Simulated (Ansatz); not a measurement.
Ansatz (a quantum-chemistry and plane-wave program) input (B3LYP-D3(BJ)/def2-TZVP):

Ansatz 0.2 input:
```yaml
crystal:
  periodic: [false, false, false]
  atoms:
    - {symbol: O, position_ang: [-1.38681478, -0.14840372, 0.04108393]}
    - {symbol: C, position_ang: [-0.21778349, -0.40989824, 0.20827997]}
    - {symbol: C, position_ang: [1.06190030, -0.03708362, 0.04858623]}
    - {symbol: O, position_ang: [2.19374956, -0.09884046, 0.11117126]}
    - {symbol: H, position_ang: [-1.72800790, 0.68245563, -0.39938685]}
basis:
  gaussian:
    orbitals: def2-TZVP
hamiltonian:
  xc: b3lyp
  dispersion: d3bj
total_charge: 1
relax: {f_tol: 0.002, max_steps: 150}
```

End of the output:

```
these checks for a lower state are left out or cut short: starts, cluster_reference, orbital_swaps, neighbouring_geometries, increment
integrals: 0.03 GiB planned
706 factors; their error is unknown
mean field: 0.36 GiB planned
mean field -6174.36734251 eV, -226.9038147009 hartree, gradient 2.4e-5 eV, S^2 0.000000; 0 other end points of the search recorded, 0 dependent functions left out
the calculation of the forces begins
reference -6174.36752776 eV, -226.9038215087 hartree; 14, 14 occupied and 116, 116 virtual orbitals, 706 factors
relax step  11: F+E_penalty+E_count = -6174.47869476 eV  Δ(F+E_penalty+E_count) = -1.763e-5 eV  max|allowed force component| = 3.103e-3 eV/Å  Δτ_max = 0.0013 Å  (35 SCF iters, accepted)
these checks for a lower state are left out or cut short: starts, cluster_reference, orbital_swaps, neighbouring_geometries, increment
integrals: 0.03 GiB planned
706 factors; their error is unknown
mean field: 0.36 GiB planned
mean field evaluation 96: about -6174.3673 eV, gradient 2.4e-5 eV
mean field -6174.36734319 eV, -226.9038147256 hartree, gradient 2.4e-5 eV, S^2 0.000000; 0 other end points of the search recorded, 0 dependent functions left out
the calculation of the forces begins
reference -6174.36752844 eV, -226.9038215335 hartree; 14, 14 occupied and 116, 116 virtual orbitals, 706 factors
relax step  12: F+E_penalty+E_count = -6174.47869492 eV  Δ(F+E_penalty+E_count) = -1.672e-7 eV  max|allowed force component| = 8.594e-4 eV/Å  Δτ_max = 0.0002 Å  (36 SCF iters, accepted)
integrals: 0.03 GiB planned
706 factors; their error is unknown
mean field: 0.36 GiB planned
mean field -6174.36734319 eV, -226.9038147256 hartree, gradient 2.4e-5 eV, S^2 0.000000; 1 other end points of the search recorded, 0 dependent functions left out
the calculation of the forces begins
reference -6174.36752844 eV, -226.9038215335 hartree; 14, 14 occupied and 116, 116 virtual orbitals, 706 factors
Total energy: -6174.47888018 eV, -226.9079136344 hartree
Atom 0 at    -1.412406    -0.133783     0.032895 Å, force    -0.000490     0.000712    -0.000388 eV/Å
Atom 1 at    -0.331243    -0.649011     0.329363 Å, force     0.000859    -0.000396     0.000235 eV/Å
Atom 2 at     1.025901     0.045080     0.005125 Å, force    -0.000447     0.000022    -0.000038 eV/Å
Atom 3 at     2.146065    -0.010587     0.063946 Å, force     0.000293    -0.000091     0.000063 eV/Å
Atom 4 at    -1.505274     0.736530    -0.421595 Å, force    -0.000215    -0.000247     0.000128 eV/Å
Dipole moment:    -0.417310     0.456770    -0.248373 e Å
```

It need not be the lowest isomer of its formula.
